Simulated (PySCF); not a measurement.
# Energy of Nb²⁺ (niobium, charge +2) between two integer charges

The 4d alpha orbital of [Kr] 4d3 is emptied in steps (occupation f), with all orbitals relaxed, ending at [Kr] 4d2. Calculation: PySCF 2.14, in def2-TZVPPD with the def2 core potential (28 electrons) (6s4p3d2f1g, 56 functions); a scalar-relativistic core potential. The exact energy is a straight line in f; departures are measured from the line between the end points of the same method.

```json
{"f": "1", "BLYP (eV)": "0.000"}
{"f": "0.8", "BLYP (eV)": "-0.879"}
{"f": "0.6", "BLYP (eV)": "-1.325"}
{"f": "0.4", "BLYP (eV)": "-1.331"}
{"f": "0.2", "BLYP (eV)": "-0.891"}
{"f": "0", "BLYP (eV)": "0.000"}
```

Problem. For BLYP, how does the orbital energy at f = 1 compare with the removal energy?

Solution. −ε = 19.912 eV against a total-energy difference of 25.375 eV. By Janak's theorem ε = ∂E/∂f, so the gap between them reflects the curvature. Along the path −ε is 22.056 (f = 0.8), 24.240 (f = 0.6), 26.457 (f = 0.4), 28.700 (f = 0.2) eV.

Reference removal energy between the ground levels: 25.04 eV (semi-empirical (NIST evaluation); NIST Atomic Spectra Database, ionization energies). The calculation has no spin-orbit coupling. The determinant left behind need not be the lowest term of the ion.
